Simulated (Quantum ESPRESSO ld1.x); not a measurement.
The numbers below are computed, except where a source is named.
Initial-state core-level shifts of the bromine ion Br+ when its valence configuration changes from [Ar] 3d10 4s2 4p4. Level of theory: scalar-relativistic Kohn-Sham, revPBE, spin-unpolarised, spherical densities, point nucleus (ld1.x of Quantum ESPRESSO 7.5). Shifts are changes of the shell-averaged eigenvalues in eV (positive: less bound).

| valence | 1s | 2s | 3s | 3p |
|---|---|---|---|---|
| 3d8 4s2 4p6 | -32.209 | -35.721 | -26.729 | -26.289 |
| 3d10 4s1 4p5 | -1.627 | -1.590 | -1.610 | -1.601 |
| 3d9 4s1 4p6 | -17.208 | -18.869 | -14.740 | -14.501 |
| 3d9 4s2 4p5 | -15.695 | -17.377 | -13.239 | -13.009 |
| 3d10 4p6 | -3.200 | -3.129 | -3.172 | -3.153 |
| 3d9.5 4s2 4p4.5 | -7.744 | -8.566 | -6.586 | -6.469 |
